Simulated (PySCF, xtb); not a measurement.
BeH4SSi, SMILES [SiH3][Be][SH].

GFN2-xTB run with xtb at its own geometry gives an orbital gap of 3.35 eV and a dipole moment of 1.67 D.

The structure is a stationary point at PBE0-D3(BJ)/def2-TZVP. One conformer was computed; it need not be the lowest.

**Question.** What does PySCF with M06-2X/def2-TZVPD give? (The exact figures need the calculation; the answer reports its results.)

**Answer.** gap 8.26 eV (levels -9.02 and -0.75 eV), dipole 0.63 D.
